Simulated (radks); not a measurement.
The nuclear charge of neutral arsenic is varied continuously with 33 electrons held in [Ar] 3d10 4s2 4p3. All-electron calculation, scalar-relativistic Kohn-Sham, r2SCAN, spin-unpolarised, spherical densities, finite nucleus; meta-GGA in the generalised Kohn-Sham scheme; Fermi nuclear charge, rms radius 4.0968 fm. Program: a radial shooting solver on a logarithmic mesh with Libxc functionals. By the Hellmann-Feynman theorem dE/dZ = E(electron-nucleus)/Z, the electronic potential at the nucleus (averaged over a nucleus of fixed radius). The scalar-relativistic energy here is not variational (the density holds large components alone), so the two differ by a part that grows with Z.

Z = 32.8: E (hartree) -2228.22364; E(electron-nucleus)/Z (hartree) -163.799; HOMO 4p; e(HOMO) (eV) -3.654; <r> HOMO (bohr) 2.652
Z = 32.9: E (hartree) -2244.65952; E(electron-nucleus)/Z (hartree) -164.479; HOMO 4p; e(HOMO) (eV) -4.482; <r> HOMO (bohr) 2.587
Z = 33: E (hartree) -2261.16356; E(electron-nucleus)/Z (hartree) -165.158; HOMO 4p; e(HOMO) (eV) -5.345; <r> HOMO (bohr) 2.528
Z = 33.1: E (hartree) -2277.73572; E(electron-nucleus)/Z (hartree) -165.836; HOMO 4p; e(HOMO) (eV) -6.241; <r> HOMO (bohr) 2.473
Z = 33.2: E (hartree) -2294.37596; E(electron-nucleus)/Z (hartree) -166.514; HOMO 4p; e(HOMO) (eV) -7.169; <r> HOMO (bohr) 2.422
Z = 33.3: E (hartree) -2311.08425; E(electron-nucleus)/Z (hartree) -167.192; HOMO 4p; e(HOMO) (eV) -8.128; <r> HOMO (bohr) 2.374
Z = 33.4: E (hartree) -2327.86054; E(electron-nucleus)/Z (hartree) -167.869; HOMO 4p; e(HOMO) (eV) -9.116; <r> HOMO (bohr) 2.330
Z = 33.5: E (hartree) -2344.70481; E(electron-nucleus)/Z (hartree) -168.547; HOMO 4p; e(HOMO) (eV) -10.134; <r> HOMO (bohr) 2.288
Z = 33.6: E (hartree) -2361.61704; E(electron-nucleus)/Z (hartree) -169.224; HOMO 4p; e(HOMO) (eV) -11.180; <r> HOMO (bohr) 2.248
Z = 33.7: E (hartree) -2378.59721; E(electron-nucleus)/Z (hartree) -169.900; HOMO 4p; e(HOMO) (eV) -12.253; <r> HOMO (bohr) 2.210
Z = 33.8: E (hartree) -2395.64529; E(electron-nucleus)/Z (hartree) -170.577; HOMO 4p; e(HOMO) (eV) -13.354; <r> HOMO (bohr) 2.175
Z = 33.9: E (hartree) -2412.76127; E(electron-nucleus)/Z (hartree) -171.253; HOMO 4p; e(HOMO) (eV) -14.480; <r> HOMO (bohr) 2.141
Z = 34: E (hartree) -2429.94514; E(electron-nucleus)/Z (hartree) -171.929; HOMO 4p; e(HOMO) (eV) -15.633; <r> HOMO (bohr) 2.108

The central difference of E at Z = 33 is -165.381 hartree, to compare with the third column; the second derivative is -6.81 hartree.
